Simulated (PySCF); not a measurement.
A structure optimised at PBE-D3(BJ)/def2-SVP, used in a PySCF frequency run:

```xyz
16

C     -0.1457    -1.5016    -1.7510
C     -0.0001    -0.7495    -0.6196
C      0.1144    -1.4144     0.6764
C      0.0723    -0.7212     1.8520
C     -0.0723     0.7212     1.8520
C     -0.1144     1.4144     0.6764
C      0.0001     0.7495    -0.6196
C      0.1457     1.5016    -1.7510
H     -0.3153    -1.0523    -2.7401
H     -0.1125    -2.6002    -1.6967
H      0.1945    -2.5127     0.6775
H      0.1311    -1.2556     2.8125
H     -0.1311     1.2556     2.8125
H     -0.1945     2.5127     0.6775
H      0.1125     2.6002    -1.6967
H      0.3153     1.0523    -2.7401
```
Charge 0, spin multiplicity 1.

Question: Write its SMILES, formula and point group.

Answer: C=c1ccccc1=C, C8H8, C2

Question: What are its rotational constants (standard atomic weights)?

Answer: 3.1339, 2.3470, 1.3512 GHz
